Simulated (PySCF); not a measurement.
Correlation energy of Pr²⁺ (praseodymium, charge +2)

[Xe] 4f2 5d1, one real determinant (an excited configuration). Calculation: PySCF 2.14, in ANO-RCC-VTZP (8s7p5d3f2g1h, 104 functions); scalar relativity by spin-free X2C-1e. Frozen: [Ar] 3d10; 29 electrons correlated.

MP2 pair energies summed by pair of shells (mhartree):

```tsv
pair	energy	share (%)
4d-4d	-223.05	27.7
4d-5p	-118.09	14.6
5p-5p	-116.48	14.4
4d-4f	-60.84	7.5
4f-5p	-49.09	6.1
4p-4d	-42.64	5.3
5s-5p	-37.15	4.6
4d-5s	-30.04	3.7
5p-5d	-29.79	3.7
4p-4p	-17.71	2.2
4f-5s	-10.98	1.4
4p-4f	-10.47	1.3
4p-5p	-9.51	1.2
4s-4d	-8.81	1.1
4d-5d	-7.91	1.0
5s-5s	-6.34	0.8
4p-5s	-5.11	0.6
4f-4f	-4.43	0.5
4f-5d	-4.39	0.5
5s-5d	-4.34	0.5
4s-4p	-4.30	0.5
4s-4f	-1.48	0.2
4s-4s	-1.44	0.2
4s-5p	-1.07	0.1
4p-5d	-0.54	0.1
4s-5s	-0.39	0.0
4s-5d	-0.07	0.0
```

Total MP2 correlation energy: -806.45 mhartree.

Same-spin part -287.95 and opposite-spin part -518.50 mhartree; SCS-MP2 scales them by 1/3 and 6/5 to -718.18 mhartree.

The reference is one real determinant that mixes LS terms of this configuration.
